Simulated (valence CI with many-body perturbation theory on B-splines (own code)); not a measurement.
# Ho35+: calculated level list

Calculated by configuration interaction combined with many-body perturbation theory (CI+MBPT): four valence electrons over a frozen Dirac-Fock core [Ar] 3d10, radial functions for each j: 11 s, 11 p, 9 d, 7 f, 5 g, 2 h, 1 i, with the one-electron correlation potential Σ1 (screened to all orders), the two-electron term Σ2, the three-electron term Σ3, Breit, model QED; selected single and double excitations, second order for the rest (own B-spline code, finite nucleus).

No measured spectrum was set against this ion. As an estimate, large intervals hold to a few tenths of a per cent, small ones and those within an open d or f shell to about a per cent.

Levels 1 to 45 of 69, with energies above the lowest level, (4s^2 4p1/2^2) J=0. "Leading %" is the weight of the configuration and term that name the level; weights of strongly mixed levels are sums over their largest components and can fall short. In the jj column 3d3/2^4 stands for four electrons in 3d with j = 3/2. Lifetimes count E1, E2, E3, M1 and M2 decay at the calculated energies, and are blank where another channel may lead or the interval is too uncertain; long ones can be off by a factor of two.

```
No.  Configuration  Term  J  E (cm⁻¹)  Leading %                   Leading jj  Lifetime
  1        4s2 4p2    3P  0         0         71          4s^2 4p1/2^2 (99 %)          
  2        4s2 4p2    3P  1    420880         99      4s^2 4p1/2 4p3/2 (99 %)   1.05 μs
  3        4s2 4p2    1D  2    450460         61      4s^2 4p1/2 4p3/2 (99 %)   56.6 μs
  4        4s2 4p2    3P  2    893650         61          4s^2 4p3/2^2 (98 %)    574 ns
  5        4s2 4p2    1S  0    958690         71          4s^2 4p3/2^2 (98 %)    415 ns
  6         4s 4p3   3P°  2   1055900         42      4s 4p1/2^2 4p3/2 (94 %)   70.3 ps
  7         4s 4p3   3D°  1   1157600         41      4s 4p1/2^2 4p3/2 (91 %)   5.81 ps
  8         4s 4p3   3D°  2   1440200         44      4s 4p1/2 4p3/2^2 (86 %)   95.9 ps
  9      4s2 4p 4d   3F°  2   1455200         63      4s^2 4p1/2 4d3/2 (89 %)    699 ps
 10         4s 4p3   3D°  3   1498800         85      4s 4p1/2 4p3/2^2 (85 %)   90.4 ps
 11      4s2 4p 4d   3D°  1   1563500         39      4s^2 4p1/2 4d3/2 (57 %)   1.47 ps
 12         4s 4p3   3P°  0   1565200         96      4s 4p1/2 4p3/2^2 (96 %)   8.32 ps
 13         4s 4p3   3P°  1   1618400         49      4s 4p1/2 4p3/2^2 (78 %)   3.04 ps
 14         4s 4p3   1D°  2   1619100         33      4s 4p1/2 4p3/2^2 (57 %)   4.06 ps
 15      4s2 4p 4d   3F°  3   1641600         61      4s^2 4p1/2 4d5/2 (83 %)   4.94 ps
 16         4s 4p3   3S°  1   1657000         34      4s 4p1/2 4p3/2^2 (75 %)   1.62 ps
 17      4s2 4p 4d   3P°  2   1663700         31      4s^2 4p1/2 4d5/2 (59 %)   2.10 ps
 18         4s 4p3   3P°  2   1953400         33            4s 4p3/2^3 (62 %)   19.0 ps
 19      4s2 4p 4d   3P°  1   1989400         45      4s^2 4p3/2 4d3/2 (80 %)   1.52 ps
 20      4s2 4p 4d   3D°  2   1992600         43      4s^2 4p3/2 4d3/2 (84 %)   1.30 ps
 21      4s2 4p 4d   3P°  0   2006500         95      4s^2 4p3/2 4d3/2 (95 %)   1.51 ps
 22      4s2 4p 4d   3D°  3   2010900         35      4s^2 4p3/2 4d3/2 (84 %)   1.43 ps
 23      4s2 4p 4d   3F°  4   2018800         99      4s^2 4p3/2 4d5/2 (99 %)   1.23 μs
 24      4s 4p2 4d    5F  1   2103000         50      4s 4p1/2^2 4d3/2 (94 %)   29.8 ps
 25      4s2 4p 4d   3P°  1   2114200         27            4s 4p3/2^3 (52 %)   2.19 ps
 26      4s 4p2 4d    5F  2   2119000         25      4s 4p1/2^2 4d3/2 (84 %)   39.3 ps
 27      4s2 4p 4d   3P°  2   2131100         31      4s^2 4p3/2 4d5/2 (58 %)   1.88 ps
 28      4s2 4p 4d   1F°  3   2152600         52      4s^2 4p3/2 4d5/2 (87 %)   1.69 ps
 29      4s2 4p 4d   1P°  1   2205400         49      4s^2 4p3/2 4d5/2 (59 %)   1.56 ps
 30            4p4    3P  2   2224600         38       4p1/2^2 4p3/2^2 (56 %)   6.17 ps
 31      4s 4p2 4d    5D  3   2236700         27      4s 4p1/2^2 4d5/2 (90 %)   7.01 ps
 32            4p4    1S  0   2317500         52       4p1/2^2 4p3/2^2 (86 %)   3.74 ps
 33      4s 4p2 4d    3F  2   2347300         28      4s 4p1/2^2 4d5/2 (52 %)   3.11 ps
 34      4s 4p2 4d    5D  0   2473600         87  4s 4p1/2 4p3/2 4d3/2 (96 %)   44.6 ps
 35      4s 4p2 4d    5D  1   2474100         57  4s 4p1/2 4p3/2 4d3/2 (96 %)   44.0 ps
 36      4s 4p2 4d    5F  2   2479200         43  4s 4p1/2 4p3/2 4d3/2 (93 %)   13.4 ps
 37      4s 4p2 4d    5F  3   2492300         49  4s 4p1/2 4p3/2 4d3/2 (90 %)   29.4 ps
 38      4s 4p2 4d    5F  4   2533900         46  4s 4p1/2 4p3/2 4d3/2 (75 %)    160 ps
 39      4s 4p2 4d    5D  4   2561400         54  4s 4p1/2 4p3/2 4d5/2 (91 %)    380 ps
 40      4s 4p2 4d    3F  2   2584500         60  4s 4p1/2 4p3/2 4d3/2 (74 %)   5.66 ps
 41      4s 4p2 4d    5P  3   2602000         41  4s 4p1/2 4p3/2 4d3/2 (59 %)   1.76 ps
 42      4s 4p2 4d    3G  3   2606800         48  4s 4p1/2 4p3/2 4d3/2 (79 %)   11.5 ps
 43      4s 4p2 4d    5P  2   2615500         29  4s 4p1/2 4p3/2 4d5/2 (49 %)   3.05 ps
 44            4p4    3P  1   2616900         26  4s 4p1/2 4p3/2 4d5/2 (39 %)   3.69 ps
 45      4s 4p2 4d    5F  5   2623400         51  4s 4p1/2 4p3/2 4d5/2 (96 %)    112 ps
```

Where two levels of one J and parity lie close, their mixing, g and order are uncertain.

The ionisation energy to 4s2 4p 2P°_1/2 of the next ion comes out as 1547.3 eV (NIST: 1545 ± 5 eV (theoretical)). All 69 levels together are meant to be complete up to 2925300 cm⁻¹.
